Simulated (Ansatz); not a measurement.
C2H5BFI (`CB(F)CI`) at its PBE0-D4/def2-TZVP geometry, where that method's forces vanish. Total charge 0; spin multiplicity 1. I takes the def2 core potential.

```xyz
10

C     1.2293    0.5667   -0.3895
B     0.1267    0.0171    0.5661
F     0.4372   -0.2003    1.8454
C    -1.3542   -0.2716    0.1440
I    -1.1518   -2.2959   -0.5757
H     2.2095    0.1373   -0.1711
H     1.3188    1.6477   -0.2195
H     1.0002    0.4216   -1.4461
H    -1.7332    0.2928   -0.7040
H    -2.0825   -0.3155    0.9503
```

Problem. What forces (eV/Å) does PBE-D4/def2-TZVPP give on these atoms in Ansatz 0.2.0? (Estimate.)

Solution. Ansatz gave: 
```
C1  -0.064 -0.044  0.031
B2  -0.087  0.033 -0.402
F3   0.140 -0.090  0.580
C4   0.030  0.158  0.057
I5   0.032 -0.288 -0.102
H6   0.200 -0.070  0.035
H7   0.033  0.209  0.020
H8  -0.034 -0.017 -0.209
H9  -0.091  0.115 -0.167
H10 -0.160 -0.004  0.157
```
